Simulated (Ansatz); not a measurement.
Relaxation of C2H4ClGaO (9 atoms, charge 0, multiplicity 1), to a largest force component of 0.015 eV/Å in at most 40 steps.

Computed with Ansatz 0.2.0, RHF/def2-SVP.

```xyz
9
Properties=species:S:1:pos:R:3
O -0.408 1.539 1.598
C -0.163 0.640 0.645
Cl -1.180 -0.842 0.725
C 0.734 0.630 -0.330
Ga 0.353 -1.171 -1.135
H -1.277 1.433 2.004
H 1.367 1.503 -0.422
H -0.597 -1.305 -2.361
H 1.170 -2.428 -0.723
```

Q: Where does it end, and by what steps?

A: The run converged. After 24 steps the energy has fallen by 0.589 eV; H8 moved furthest, 1.78 Å. Parted: Cl3–Ga5 (2.43 → 3.53 Å).

```
step  energy less start (eV)  largest force component (eV/Å)  accepted
   0                  0.0000                           1.205       yes
   1                 -0.2501                           0.673       yes
   2                 -0.3902                           0.561       yes
   3                 -0.4351                           0.424       yes
   4                 -0.1998                           1.730        no
   5                 -0.4640                           0.100       yes
   6                 -0.4686                           0.095       yes
   7                 -0.4705                           0.031       yes
   8                 -0.4708                           0.199       yes
   9                 -0.4715                           0.124       yes
  10                 -0.4747                           0.170       yes
  11                 -0.4750                           0.340       yes
  12                 -0.4734                           0.519        no
  13                 -0.4909                           0.193       yes
  14                 -0.5012                           0.094       yes
  15                 -0.5167                           0.123       yes
  16                 -0.5349                           0.227       yes
  17                 -0.5434                           0.473       yes
  18                 -0.5588                           1.034       yes
  19                 -0.5770                           0.319       yes
  20                 -0.5842                           0.295       yes
  21                 -0.5889                           0.044       yes
  22                 -0.5891                           0.043       yes
  23                 -0.5891                           0.116       yes
  24                 -0.5893                           0.012       yes
```

```xyz
9
Properties=species:S:1:pos:R:3
O -0.485 1.725 1.432
C -0.304 0.555 0.828
Cl -0.774 -0.793 1.842
C 0.179 0.419 -0.400
Ga 0.507 -1.218 -1.424
H -0.837 1.623 2.303
H 0.411 1.377 -0.857
H 1.091 -1.042 -2.876
H 0.212 -2.647 -0.846
```

Time of the run: 41 s on 2 threads of Intel(R) Xeon(R) Platinum 8488C (Sapphire Rapids), on a shared host, peak memory 0.28 GiB.
